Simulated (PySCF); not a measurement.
**Excitation energy of O⁺ by level of theory**

O⁺ [He] 2s2 2p3 (4S) → O⁺ [He] 2s2 2p2 3s1 (4P), as a difference of total energies. Computed with PySCF 2.14 in aug-cc-pVQZ (6s5p4d3f2g, 80 functions), with the non-relativistic Hamiltonian (point nucleus). Correlated levels: valence: 1s2 frozen. The calculations carry no spin-orbit coupling.

```tsv
method	excitation energy (eV)	error (eV)
UHF	22.759	-0.228
MP2 (valence)	23.170	+0.183
SCS-MP2 (valence)	22.954	-0.033
CCSD (valence)	22.966	-0.021
CCSD(T) (valence)	22.949	-0.038
```

Reference: 22.987 eV (measured; NIST levels, between the centres of gravity of the two terms).

Errors of the correlated levels include the incompleteness of this basis and the frozen core.
